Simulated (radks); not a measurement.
Trend from Sc2+ to Zn2+: ionisation energy by Delta-SCF between NIST ground configurations, and size. Method: scalar-relativistic Kohn-Sham, LDA (Slater exchange, Perdew-Wang correlation), spin-polarised, spherical densities, finite nucleus; open shells are filled with parallel spins first; Fermi nuclear charge, rms radius of each element as measured or else 0.836 A^(1/3) + 0.57 fm; computed with a radial shooting solver on a logarithmic mesh with Libxc functionals.

species  configuration  configuration of the ion  IE (eV)  NIST (eV)       kind  -e(HOMO) (eV)  outermost  <r> outermost (bohr)
Sc2+          [Ar] 3d1                      [Ar]   25.297     24.757       exp.    18.492 (3d)         3d                  1.55
Ti2+          [Ar] 3d2                  [Ar] 3d1   27.776     27.492       exp.    20.598 (3d)         3d                  1.41
V2+           [Ar] 3d3                  [Ar] 3d2   30.082     29.311       exp.    22.535 (3d)         3d                  1.30
Cr2+          [Ar] 3d4                  [Ar] 3d3   32.257      30.96       exp.    24.350 (3d)         3d                  1.21
Mn2+          [Ar] 3d5                  [Ar] 3d4   34.329      33.67       exp.    26.069 (3d)         3d                  1.13
Fe2+          [Ar] 3d6                  [Ar] 3d5   31.642      30.65       exp.    23.681 (3d)         3d                  1.11
Co2+          [Ar] 3d7                  [Ar] 3d6   34.051       33.5  semi-emp.    25.708 (3d)         3d                  1.04
Ni2+          [Ar] 3d8                  [Ar] 3d7   36.334      35.19       exp.    27.627 (3d)         3d                 0.981
Cu2+          [Ar] 3d9                  [Ar] 3d8   38.516      36.84       exp.    29.461 (3d)         3d                 0.927
Zn2+         [Ar] 3d10                  [Ar] 3d9   40.616     39.723       exp.    31.226 (3d)         3d                 0.880

Reference values: NIST Atomic Spectra Database (exp. = measured, semi-emp. = semi-empirical, theory = theoretical value adopted there). Open shells are spherical and high-spin; term and fine-structure splittings are not resolved.
